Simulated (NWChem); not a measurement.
Molecule: C2H6BN; SMILES C=CBN

```xyz
10

B     -0.6558    -0.7252     0.1091
H     -1.6753    -1.2506     0.4620
C     -0.5827     0.8188    -0.1334
C      0.5044     1.5737     0.0857
H     -1.4898     1.3392    -0.4502
H      0.5143     2.6534    -0.0573
H      1.4390     1.1430     0.4452
N      0.4632    -1.5462    -0.0705
H      0.4538    -2.5399     0.1113
H      1.3526    -1.2046    -0.4118
```
Atoms are numbered in this order, from 1.

Computed with NWChem. All runs use the structure optimised with B3LYP/6-31G* (spherical d). Field at 589 nm.

For level B3LYP/aug-cc-pVDZ:

* **isotropic polarisability (bohr³)**: 53.6
* **anisotropy (bohr³)**: 23.5

### Question
What are these values for level B3LYP/def2-SVP?

### Answer
The isotropic polarisability (bohr³) is 42.9. The anisotropy (bohr³) is 28.8.
